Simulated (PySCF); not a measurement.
AlClH₃OSi, ClH₇Si₃, ClH₄Si₂ (calculated)

All values are calculated (PySCF 2.14.0). Calculation on a computer-drawn molecule: optimised geometry and harmonic frequencies of an isolated molecule of the commonest isotopes, restricted reference for singlets and unrestricted otherwise, frozen core in MP2.

Common to all runs: basis cc-pV(D+d)Z.

(1) AlClH₃OSi

Start structure:
```xyz
7
AlClH3OSi
Si     1.5384    -0.5084     1.5895
O      0.4899    -1.8454     1.8631
Al    -0.4837    -3.0877     2.1170
Cl    -1.7054    -4.6471     2.4336
H      2.6952    -0.7260     2.4648
H      1.8814    -0.5585     0.1641
H      0.7633     0.6837     1.9503
```

It was run with charge 1, multiplicity 1 and method MP2.

Results for AlClH₃OSi: rotational constants 83.15, 0.9839, 0.9839 GHz; total energy -1067.3213 hartree; convergence status largest gradient component 3.558e-05 hartree/bohr.

Drawn bonds:
```
atom  other atom  order
   1           2      1
   2           3      1
   3           4      1
   1           5      1
   1           6      1
   1           7      1
```

Optimised structure:
```xyz
7
AlClH3OSi
Si     1.5530    -0.4897     1.5857
O      0.4889    -1.8469     1.8630
Al    -0.4991    -3.1075     2.1205
Cl    -1.7285    -4.6763     2.4402
H      2.7070    -0.7175     2.4665
H      1.8902    -0.5491     0.1566
H      0.7675     0.6976     1.9500
```

Modes:
```
frequency (cm⁻¹)  reduced mass (dalton)
           65.07                   6.91
           65.26                  6.906
             164                  14.11
           164.1                  14.12
           374.7                  13.57
           679.1                  22.13
           720.1                  1.154
           720.2                  1.154
           977.9                  1.149
           978.6                  1.053
           978.7                  1.053
            1182                  9.179
            2341                  1.014
            2369                  1.056
            2369                  1.056
```

(2) ClH₇Si₃

Start structure:
```xyz
11
ClH7Si3
Si     0.2959     1.8599     2.7956
Si     0.4914    -0.3173     1.8934
Si    -1.3114    -1.1857     0.6823
Cl     2.2289    -0.3596     0.7233
H      0.3160     1.8465     4.2463
H      1.3140     2.7637     2.3084
H     -1.0245     2.4478     2.3900
H      0.8370    -1.2133     3.0154
H     -1.5858    -0.3127    -0.5234
H     -2.5228    -1.1739     1.4894
H     -1.0900    -2.5302     0.2079
```

It was run with charge 0, multiplicity 1 and method HF.

Results for ClH₇Si₃: rotational constants 2.172, 1.808, 1.079 GHz; total energy -1330.4329 hartree; convergence status largest gradient component 1.236e-05 hartree/bohr.

Drawn bonds:
```
atom  other atom  order
   1           2      1
   2           3      1
   2           4      1
   1           5      1
   1           6      1
   1           7      1
   2           8      1
   3           9      1
   3          10      1
   3          11      1
```

Optimised structure:
```xyz
11
ClH7Si3
Si     0.2692     1.8733     2.7403
Si     0.5816    -0.2808     1.8150
Si    -1.3570    -1.2091     0.8279
Cl     2.0473    -0.1262     0.3191
H     -0.7327     1.7949     3.8313
H      1.5493     2.3803     3.2843
H     -0.2265     2.7958     1.6932
H      1.1216    -1.2018     2.8405
H     -1.8596    -0.2999    -0.2275
H     -2.4033    -1.3715     1.8667
H     -1.0413    -2.5297     0.2378
```

Modes:
```
frequency (cm⁻¹)  reduced mass (dalton)
           95.07                  1.045
           98.26                   4.12
           106.8                  1.067
           128.6                  5.922
           148.1                  4.479
           370.4                   5.87
           464.4                  2.428
           471.6                  1.118
           524.1                  4.117
           567.4                  1.538
           587.8                  1.463
           612.5                  1.339
           793.1                  1.132
           823.4                  1.084
           963.7                  1.124
           989.1                  1.114
            1018                  1.035
            1020                  1.036
            1022                  1.036
            1024                  1.036
            2300                  1.038
            2301                  1.038
            2311                  1.046
            2313                  1.034
            2318                  1.047
            2318                  1.035
            2322                  1.044
```

(3) ClH₄Si₂

Start structure:
```xyz
7
ClH4Si2
Si     0.9153     0.8713    -2.9734
Si    -1.0935     1.1752    -1.9074
Cl    -0.8664     1.6722     0.0207
H      0.5299     0.5222    -4.3365
H      1.8955    -0.1612    -2.5287
H      1.6345     2.1671    -2.9378
H     -2.0474     0.1368    -1.8647
```

Settings of this run: charge 0, multiplicity 2 and method HF.

It finds rotational constants 12.05, 2.198, 1.918 GHz; total energy -1039.7152 hartree; spin squared 0.7572; convergence status largest gradient component 2.127e-05 hartree/bohr.

Drawn bonds:
```
atom  other atom  order
   1           2      1
   2           3      1
   1           4      1
   1           5      1
   1           6      1
   2           7      1
```

Optimised structure:
```xyz
7
ClH4Si2
Si     0.9115     0.9058    -3.0258
Si    -1.1373     1.2091    -1.8905
Cl    -0.7884     1.7003     0.1085
H      0.6113     0.5499    -4.4324
H      1.7142    -0.1722    -2.4036
H      1.6691     2.1756    -2.9854
H     -2.0126     0.0150    -1.8985
```

Modes:
```
frequency (cm⁻¹)  reduced mass (dalton)
           100.4                  1.116
           126.7                  6.282
           416.6                  5.659
           436.9                  1.066
           545.2                  4.653
           577.5                  1.531
           660.1                   1.21
           808.2                  1.084
           972.1                  1.111
            1017                  1.037
            1023                  1.036
            2302                  1.038
            2313                  1.051
            2314                   1.03
            2325                  1.043
```
